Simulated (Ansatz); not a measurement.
Basis-set extrapolation for C2H4SSi (`C1=CS[SiH2]1`) (PBE0-D4/def2-TZVP geometry, frozen core, Ansatz 0.2.0). Multiplicity 1, RHF reference.

```json
{"": "HF", "def2-TZVPP": "-764.560841", "def2-QZVPP": "-764.584351"}
{"": "MP2 correlation", "def2-TZVPP": "-0.607347", "def2-QZVPP": "-0.652247"}
{"": "CCSD(T) correlation", "def2-TZVPP": "-0.679367", "def2-QZVPP": "not run"}
```

Energies in hartree. Use E(X) = E(∞) + A·exp(−7.88·√X) for Hartree–Fock and E(X) = E(∞) + B·X^(−2.97) for correlation, with X = 3 and 4, and add CCSD(T) minus MP2 of the smaller set to the MP2 limit.

Problem. What is the CCSD(T) energy at the basis-set limit?

Solution. HF limit: -764.584351 + (-0.023510) × 0.13774 = -764.58759. MP2 limit: -0.652247 + (-0.044900) × 0.74074 = -0.68551. Higher-order term: -0.679367 − (-0.607347) = -0.07202. Total: -765.34512 hartree, 275.4 kJ/mol below CCSD(T)/def2-TZVPP.
